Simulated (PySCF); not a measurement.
# Radial density of Ho (holmium, neutral)

TPSSh, [Xe] 4f11 6s2, one real determinant. All numbers are calculated (PySCF 2.14, the spin-free X2C one-electron Hamiltonian (Gaussian nucleus), in x2c-TZVPPall).

| r (bohr) | 4πr²ρ (e/bohr) | 4πr²(ρα − ρβ) |
| --- | --- | --- |
| 0.0249 | 79.39 | 0.0023 |
| 0.0419 | 97.44 | 0.0040 |
| 0.0706 | 118.1 | 0.0014 |
| 0.119 | 90.23 | 0.0593 |
| 0.200 | 103.3 | 0.6276 |
| 0.336 | 47.73 | 2.5831 |
| 0.565 | 53.15 | 3.8135 |
| 0.950 | 18.00 | 2.0208 |
| 1.60 | 7.276 | 0.4195 |
| 2.69 | 1.223 | 0.0187 |
| 4.52 | 0.4587 | -0.0019 |
| 7.60 | 0.05753 | -0.0019 |
| 12.8 | 0.0002356 | 0.0000 |

Densities and radii are taken from the X2C orbitals without a picture-change correction, which distorts them close to the nucleus.

⟨L²⟩ = 34.01 against 42 for a pure I term, so this real determinant mixes terms. Spin-orbit coupling, absent here, splits the open shell strongly.
